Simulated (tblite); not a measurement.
Species: C₆H₁₂NSi (charge +1).
Z-matrix (Å and degrees, GFN2-xTB geometry), rows numbered from 1:
```
C 
C   1  1.5356
C   2  1.5523  1  110.06
C   3  1.4369  2  107.69  1   -84.54
N   4  1.1440  3  171.01  2   -21.41
Si  2  1.9220  1  111.93  3  -119.89
C   6  1.8791  2  118.99  1    13.32
C   6  1.8831  2  117.96  1  -170.53
H   1  1.0879  2  109.74  3   -60.94
H   1  1.0876  2  111.36  3  -179.78
H   1  1.0881  2  111.37  3    58.49
H   2  1.0962  1  107.97  3   117.42
H   3  1.0928  2  111.79  1   156.22
H   3  1.0921  2  110.42  1    35.97
H   7  1.0899  6  111.81  2  -163.71
H   7  1.0907  6  112.60  2   -42.25
H   7  1.0919  6  109.98  2    77.25
H   8  1.0896  6  111.36  2   118.24
H   8  1.0916  6  112.97  2    -2.61
H   8  1.0907  6  110.55  2  -123.16
```

Method: GFN2-xTB as coded in tblite; computed harmonic values from a numerical Hessian at the method's own geometry, unscaled. Errors from tens to a few hundred cm⁻¹ against measured bands are possible. One conformer, not necessarily the lowest.

Harmonic wavenumbers (cm⁻¹): 26.4, 36.7, 57.5, 70.7, 100.6, 127.0, 149.0, 166.0, 252.7, 286.2, 316.1, 372.2, 389.6, 567.4, 634.7, 741.6, 766.4, 788.9, 826.4, 856.1, 865.6, 871.6, 914.1, 978.9, 1013.1, 1050.7, 1089.6, 1145.0, 1187.7, 1257.0, 1288.7, 1343.3, 1350.6, 1392.4, 1394.2, 1397.4, 1404.0, 1414.9, 1424.3, 1485.4, 1495.9, 2399.5, 2922.8, 2973.0, 2989.8, 2991.0, 2992.3, 3002.5, 3002.9, 3010.3, 3017.3, 3039.1, 3042.5, 3051.1.

A = 1828, B = 1405, C = 1249 MHz; mass 126.074 u (most abundant isotopes); point group C1, symmetry number 1.

**Question.** Zero-point energy?

**Answer.** ½Σν̃ = 35865 cm⁻¹ = 102.54 kcal/mol.

**Question.** Give the ideal-gas entropy at 273.15 K and 1 bar in the rigid-rotor, harmonic-oscillator model (classical rotation).

**Answer.** Translation 40.00, rotation 28.73, vibration 38.62: S = 107.4 cal/(mol K).

**Question.** And Cp and H(273.15 K) − H(0)?

**Answer.** Cp = 39.35 cal/(mol K), of which vibrations give 31.41 (their classical limit is 54 R = 107.3); H(273.15 K) − H(0) = 7.12 kcal/mol without the zero-point energy, 4.94 from vibrations.

**Question.** Blend soft modes into free rotors: weight 1/[1 + (100 cm⁻¹/ν̃)⁴] for the oscillator and the rest for a rotor with moment μB/(μ + B), μ = h/(8π²ν), B = 10⁻⁴⁴ kg m². What vibrational entropy results?

**Answer.** 33.38 cal/(mol K) in place of 38.62, which changes −T·S at 273.15 K by +1.43 kcal/mol.

**Question.** Which modes carry the vibrational entropy at 273.15 K?

**Answer.** 26.4 cm⁻¹: 5.91; 36.7 cm⁻¹: 5.26; 57.5 cm⁻¹: 4.37; 70.7 cm⁻¹: 3.96; 100.6 cm⁻¹: 3.27; 127.0 cm⁻¹: 2.82 cal/(mol K); the other 48 give 13.03 together.

Hindered rotation and anharmonicity are outside this model. Other conformers, if any are populated, would add a mixing term that is left out. The structure is chiral; the term R ln 2 for an equal mix with its mirror image is left out.

On Arm Neoverse V1, one thread, shared host with 64 logical CPUs at a one-minute load of 23, this took 0.87 s of wall time. This covers the Hessian and the dipole derivatives.
